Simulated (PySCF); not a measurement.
Sn(F)(Cl)2(OMe) (CH3Cl2FOSn), SMILES C[O][Sn]([F])([Cl])[Cl]. Coordinates come from a PBE-D3(BJ)/def2-SVP optimisation. The structure was generated by enumeration; whether it is a known compound was not checked. The def2 effective core potentials stand for the cores of Sn; spin–orbit coupling is left out. Other conformers were not sampled.

Computed equilibrium geometry at PBE-D3(BJ)/def2-SVP (PySCF confirms it by a frequency run) as bond lengths and angles (one conformer of several):
Atoms: C1 O2 Sn3 F4 Cl5 Cl6 H7 H8 H9. Bonded distances (Å): C1–O2 1.426, C1–H7 1.113, C1–H8 1.113, C1–H9 1.110, O2–Sn3 1.989, Sn3–F4 1.948, Sn3–Cl5 2.332, Sn3–Cl6 2.349. Bond angles (°): O2–C1–H7 112.5, O2–C1–H8 113.0, O2–C1–H9 106.6, H7–C1–H8 108.6, H7–C1–H9 108.1, H8–C1–H9 107.8, C1–O2–Sn3 118.0, O2–Sn3–F4 109.8, O2–Sn3–Cl5 108.9, O2–Sn3–Cl6 110.2, F4–Sn3–Cl5 108.0, F4–Sn3–Cl6 106.6, Cl5–Sn3–Cl6 113.1.
Charge 0, spin multiplicity 1.
